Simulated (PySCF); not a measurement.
Point-charge models of `C[C@@H]1CCC[SiH2][C@@H]1C` against its computed dipole.

Coordinates (GFN2-xTB, Å) and charges (e) from the PBE0/pcSseg-1 density (PySCF):

```
atom       x       y       z  Mulliken      IAO  Hirshfeld  ESP-fitted
  C1  -0.529  -1.598  -0.950   -0.2183  -0.4195    -0.1197     -0.4867
  C2  -0.279  -1.002   0.434   -0.3114  -0.0928    -0.0201     +0.2966
  C3  -1.447  -0.110   0.880   -0.1570  -0.2563    -0.0701     -0.3523
  C4  -1.761   1.071  -0.036   -0.2327  -0.2469    -0.0681     +0.2272
  C5  -0.661   2.130  -0.033   -0.5135  -0.5373    -0.1609     -0.3664
 Si6   1.023   1.372  -0.470   +0.6462  +0.7276    +0.3303     +0.4063
  C7   1.057  -0.250   0.529   -0.5419  -0.3670    -0.1067     +0.0376
  C8   2.248  -1.137   0.179   -0.2001  -0.4129    -0.1206     -0.4462
  H9  -0.422  -0.847  -1.729   +0.1194  +0.1311    +0.0341     +0.1230
 H10   0.174  -2.401  -1.154   +0.1205  +0.1396    +0.0395     +0.1163
 H11  -1.535  -2.011  -1.002   +0.1124  +0.1372    +0.0398     +0.1226
 H12  -0.239  -1.842   1.143   +0.1108  +0.1209    +0.0320     -0.0220
 H13  -2.343  -0.733   0.960   +0.1143  +0.1287    +0.0353     +0.0777
 H14  -1.227   0.274   1.881   +0.1060  +0.1224    +0.0334     +0.0644
 H15  -1.924   0.713  -1.053   +0.1202  +0.1256    +0.0342     -0.0307
 H16  -2.700   1.524   0.298   +0.1201  +0.1341    +0.0370     -0.0158
 H17  -0.925   2.931  -0.724   +0.1386  +0.1439    +0.0360     +0.0779
 H18  -0.613   2.584   0.959   +0.1353  +0.1401    +0.0360     +0.0878
 H19   2.121   2.255  -0.052   -0.0792  -0.1242    -0.0853     -0.1369
 H20   1.139   1.140  -1.917   -0.0693  -0.1318    -0.0827     -0.1177
 H21   1.172   0.030   1.585   +0.1391  +0.1322    +0.0335     +0.0092
 H22   3.178  -0.620   0.406   +0.1177  +0.1392    +0.0391     +0.1131
 H23   2.257  -1.389  -0.878   +0.1137  +0.1331    +0.0362     +0.1063
 H24   2.225  -2.064   0.753   +0.1089  +0.1330    +0.0371     +0.1085
```

Task: What dipole does each set of charges give (1 e·Å = 4.803 D), and what does the density give?

Result: The full density gives (-0.45, -0.31, 0.36) D, 0.66 D in size; dipole vectors point from the negative to the positive end.

```
    scheme     μx     μy     μz  size (D)  share of the full size (%)  angle to the full dipole (°)
  Mulliken   1.03   0.12  -1.74      2.03                         308                           149
       IAO   0.35   0.20  -0.18      0.44                          67                           170
 Hirshfeld  -0.08  -0.08   0.09      0.14                          22                             8
ESP-fitted  -0.45  -0.32   0.34      0.65                          99                             2
```

Task: Which set comes closest?

Result: Length of the difference vector: ESP-fitted 0.02 D, Hirshfeld 0.51 D, IAO 1.09 D, Mulliken 2.61 D. Closest: ESP-fitted. ESP charges are fitted to the potential around the molecule, whose slowest-falling term is the dipole's. 

Task: What is left for the Hirshfeld atoms' own dipoles?

Result: The Hirshfeld atoms' densities add up to the full density, so μ = Σ q r + Σ (atomic dipoles). The atomic dipoles sum to (-0.45, -0.31, 0.36) − (-0.08, -0.08, 0.09) = (-0.37, -0.23, 0.27) D, 0.51 D in size.

Task: With the origin at the mean of the coordinates, (0.000, 0.001, 0.000) Å, which are the largest single terms, by size, of the ESP-fitted dipole along the direction of the full one?

Result: Si6 -3.13, C3 -2.60, C8 +1.99, H19 +1.67, C1 -1.36 D; all 24 atoms together +0.65 D. The single terms depend on the origin, their sum doesn't.

Task: Give the size of the full dipole in other units.

Result: 0.66 D = 0.259 au = 0.137 e·Å = 2.19 × 10⁻³⁰ C·m.

One conformer (not necessarily the lowest) at the GFN2-xTB geometry, without solvent, vibrations or thermal averaging.
